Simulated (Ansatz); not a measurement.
`C[CH2][SnH3]` + `C[SeH]` → `C[Se][SnH3]` + ethane at 600 K and 1 bar (ligand exchange at the Sn–C bond).

Calculated with Ansatz (gas phase, PBE0-D4/def2-TZVP geometries, no zero-point term in ΔE). CCSD(T)/CBS adds triple-zeta CCSD(T) − MP2 to the extrapolated MP2 energy (def2 sets, frozen cores). This one scheme is used for every species. Elements past krypton have def2 core potentials. For Se, Sn outer-core shells are correlated without core-valence functions, which leaves a few kJ/mol of doubt a bond. Scalar relativity is left out up to krypton.

```tsv
species	CCSD(T)/CBS energy (Eh)	H − E (kJ/mol)	S (J/(mol·K))
`C[CH2][SnH3]`	-294.92046	279.1	412.2
`C[SeH]`	-2441.15625	149.5	312.9
`C[Se][SnH3]`	-2656.39593	208.1	437.0
`CC`	-79.71954	228.8	274.9
```

H − E and S are ideal-gas, rigid-rotor, harmonic terms from PBE0-D4/def2-TZVP. 1 Eh = 2625.50 kJ/mol, R = 8.31446 J/(mol·K).

By hand: ΔE, ΔH, ΔS and ΔG.

ΔE = (-2656.39593) + (-79.71954) − (-294.92046) − (-2441.15625) = -0.03876 Eh = -101.8 kJ/mol. Δ(H − E) = 208.1 + 228.8 − 279.1 − 149.5 = 8.3, so ΔH = -93.5 kJ/mol. ΔS = 437.0 + 274.9 − 412.2 − 312.9 = -13.2 J/(mol·K). ΔG = -93.5 − 600 × (-13.2)/1000 = -85.6 kJ/mol.

By hand: the equilibrium constant, and the temperature at which ΔG would vanish if ΔH and ΔS stayed fixed.

log₁₀ K = −ΔG/(RT ln 10) = 7.5. ΔG = 0 at ΔH/ΔS = 7083 K, far beyond where these terms or the molecules hold.

The number of gas molecules stays the same, so ΔS is small and ΔH decides. A doubt of 5 kJ/mol in ΔE shifts log₁₀ K by 0.4 here. Modes under 60 cm⁻¹, often nearly free rotors, make the harmonic entropy too high. These are equilibria of isolated gas molecules and say nothing of rates. Largest T1 diagnostic: 0.012 (customary marks: 0.02 for closed shells, 0.045 for open ones).
